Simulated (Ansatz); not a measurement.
System: GeH3Se, charge 0, doublet. GeH3Se (SMILES [SeH][GeH2], doublet).
B3LYP-D3(BJ)/def2-TZVP minimum from Ansatz (a first-principles code):
```
Ge
H 1 1.5525
H 1 1.5555 2 109.53
Se 1 2.3786 2 103.96 3 115.94
H 4 1.4718 1 93.24 2 -162.80
```
Charge 0, spin multiplicity 2.

Total energies in aug-cc-pVDZ, 13 correlated electrons, 28 frozen orbitals. UHF or UKS for unpaired electrons; spin-orbit terms are left out. Correlated methods leave the cores frozen (noble-gas shells, and filled d and f shells in the p block). No relativity.

| method | program | energy (Eh) | minus CCSDT(Q) (mEh) |
|---|---|---|---|
| HF | Ansatz | -4476.88852 | 257.93 |
| MP2 | Ansatz | -4477.10032 | 46.13 |
| CCSD | Ansatz | -4477.13664 | 9.82 |
| CCSD(T) | Ansatz | -4477.14477 | 1.68 |
| CCSDT(Q) | Ansatz | -4477.14645 | 0.00 |

Rough core times of Ansatz's runs on a shared machine: CCSD(T) 20 s, CCSDT(Q) 10 min.
